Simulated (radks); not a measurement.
Effect of the nuclear size on the strontium ion Sr3+, [Ar] 3d10 4s2 4p5. All-electron calculation, Dirac Kohn-Sham, BLYP, spin-unpolarised, spherical densities, finite nucleus; open shells are shared between the two j in proportion to 2j + 1; Fermi nuclear charge, rms radius 4.224 fm. Program: a radial shooting solver on a logarithmic mesh with Libxc functionals. The rms radius is varied about that value; shifts are against it.

rms radius (fm)  total energy shift (eV)  density at nucleus (e/bohr^3)  1s1/2 shift (meV)  2s1/2 shift (meV)  3p1/2 shift (meV)  4s1/2 shift (meV)  4p3/2 shift (meV)  5s1/2 (empty) shift (meV)
3.5777                            -0.235                      6.191e+04              -99.6              -10.3              0.158             -0.237              0.033                     -0.047
4.0677                           -0.0601                      6.121e+04              -25.5              -2.63              0.040             -0.061              0.008                     -0.012
4.224                                  0                        6.1e+04              0.000              0.000              0.000              0.000              0.000                      0.000
4.3592                            0.0537                      6.083e+04               22.7               2.35             -0.036              0.054             -0.007                      0.011
5.1617                             0.404                      5.992e+04                171               17.7             -0.271              0.407             -0.056                      0.081

Slopes of the eigenvalues against <r^2> in GHz/fm^2, as finite differences over the two radii next to the reference (eigenvalue slopes, not the field-shift constants of lines): 1s1/2 4750, 2s1/2 490, 3p1/2 -7.51, 4s1/2 11.3.
